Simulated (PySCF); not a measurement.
From computed data to an observable: dipole moment from atomic charges

Si(I)(OMe) (CH3IOSi), SMILES O(C)[Si]I (connectivity only; charge and spin as stated), neutral, multiplicity 1. Atoms are numbered in the order given.

```xyz
7

Si     1.2860     1.0626     0.0000
I     -0.1365    -1.0418     0.0000
O      0.1686     2.2641     0.0000
C     -1.2232     2.4491     0.0000
H     -1.7560     1.4842     0.0000
H     -1.5117     3.0235    -0.8932
H     -1.5117     3.0235     0.8932
```

Geometry optimised at PBE0-D3(BJ)/def2-SVP. The def2 effective core potentials stand for the cores of I; spin–orbit coupling is left out. Other conformers were not sampled.

Charges (e) from PBE/def2-TZVP (PySCF):

```tsv
atom	ESP fit	Mulliken
Si1	0.075	0.255
I2	-0.126	-0.225
O3	-0.072	-0.216
C4	-0.201	-0.202
H5	0.094	0.126
H6	0.115	0.131
H7	0.115	0.131
```

The dipole moment of the full density is 2.00 D.

### Question
What dipole moment does each set of point charges give, and which comes closer to that of the density?

### Answer

μ = Σ q r, and 1 e Å = 4.8032 D.
ESP fit: Σ q r = (-0.165, 0.391, 0.000) e Å, |μ| = 2.04 D.
Mulliken: Σ q r = (-0.048, 0.501, 0.000) e Å, |μ| = 2.42 D.
ESP fit comes closer in size. Point charges leave out the atoms' own dipoles (lone pairs, polarised bonds); fits to the potential absorb them, partitions of the density don't.
